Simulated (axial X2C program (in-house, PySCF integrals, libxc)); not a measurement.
**Nuclear properties of SGaS²⁺**

Calculated with an axial X2C code built on PySCF integrals: two-component X2C with atomic mean-field Coulomb and Gaunt terms, Gaussian nuclei, basis S dyall-av3z, Ga dyall-v3z with contracted cores.

S–Ga–S held linear, with bonds 2.204 and 2.204 Å (near the PBE0 minimum at charge 2 of the determinant lowest at the starting distance; the state shown can have its own minimum elsewhere, held linear; other orders of the atoms were not compared).

Determinant lowest in the PBE0 search, Ω = 5/2 (⟨Sz⟩ = 1.50, ⟨Lz⟩ = 1.00 at PBE0), spin on the atoms S 0.77, Ga -0.04, S 0.77:

```
level  A∥/gI S (MHz)  qzz S (a.u.)  A∥/gI Ga (MHz)  qzz Ga (a.u.)
 PBE0           2.43         -0.10           -49.9          -3.21
   HF           -4.3         -0.63            -114          -3.34
TPSSh           20.2         -0.07           -32.7          -3.12
```

A∥ (defined per Ω) follows by multiplying with gI = μI/(I μN); qzz is the electric field gradient, eQq0 = 234.96 MHz × Q/barn × qzz. The operators were transformed with the bare-nucleus X2C matrices; with these basis sets, hyperfine constants and field gradients can be off by tens of per cent, and where levels differ in sign neither size nor sign is settled.

(1) With Q(69Ga) = 0.171 barn (Q from Pyykkö, Mol. Phys. 2018), turn the PBE0 values of the first state into constants in MHz.

The molecule was held linear; bending was not examined, so a bent shape may lie lower.

Each state is one determinant with collinear spin, which with several unpaired electrons need not be a pure state. Unrestricted Hartree–Fock can overshoot spin polarisation at the nuclei. With several open shells hyperfine constants can be off by a factor of several. The search compared states at one distance, so a state with another bond length can lie lower. Further determinants of the search, some of them spin-mixed, are not shown. Where a field gradient or hyperfine factor spreads by more than a factor of two over the levels, a constant derived from it is not to be relied on.

## Answers

(1) eQq0(69Ga) = 234.96 × (0.171) × (-3.21) = -129 MHz.
